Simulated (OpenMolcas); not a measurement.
# Zr+: thermal populations, worked from levels

```
Program             : OpenMolcas 26.06
Basis               : ANO-R2 [7s5p4d2f1g]
Scalar Hamiltonian  : X2C, finite nucleus
Active space        : 3 electrons in 6 orbitals (4d 5s)
State averaging     : 2S+1 = 4 even, 20 roots; 2S+1 = 2 even, 64 roots
Spin-orbit coupling : RASSI with atomic mean-field integrals over the reference wave functions, term energies averaged over their components
```

Methods: CASSCF; MS-CASPT2, IPEA 0.25 Eh, imaginary shift 0.1 Eh (closed shells correlated: 4s 4p). Measured levels: NIST Handbook of Basic Atomic Spectroscopic Data.

**Thermal populations.** Z = Σ (2J + 1) exp(-E/kT) with k = 0.695035 cm-1/K, over the levels below. No other level of either list lies under 3730 cm-1, which is above 7 kT at each temperature.

```tsv
Level	2J + 1	MS-CASPT2	measured
4d2 5s 4F 3/2	4	0.0	0.0
4d2 5s 4F 5/2	6	308	315
4d2 5s 4F 7/2	8	741	763
4d2 5s 4F 9/2	10	1276	1323
4d3 4F 3/2	4	2440	2572
4d3 4F 5/2	6	2800	2895
4d3 4F 7/2	8	3250	3300
4d3 4F 9/2	10	3740	3758
```

| T (K) | Z, MS-CASPT2 | Z, measured levels | Ground level (%), MS-CASPT2 | Ground level (%), measured levels |
| --- | --- | --- | --- | --- |
| 300 | 5.621 | 5.548 | 71.2 | 72.1 |

At 300 K, kT = 209 cm-1, and the computed levels give Z = 4.000 + 1.370 + 0.229 + 0.022 + 0.000 + 0.000 + 0.000 + 0.000 = 5.621.

Term energies are means over components that CASPT2 splits; among the terms shown or strongly mixed into the levels shown the widest spread is 710 cm-1 (4d3 4F, MS-CASPT2). Configurations are named by rounded mean occupations; where the s occupation lies near a half they are strongly mixed, a name can repeat and a true partner stay unpaired. A single d shell beside an s shell can misplace configurations of different d count against each other. Without dynamic correlation excited terms often stand tens of per cent too high (terms of higher spin than the ground term too low), and those without a measured partner can miss by more than the paired ones (holds for CASSCF). Measured partners are found by configuration, term and J. A level has none where our copy of the source lacks it or the pairing is in doubt (some pairs that miss far off the trend of their configuration count as doubtful), and it then counts in no deviation. Levels of configurations outside the active space are missing.
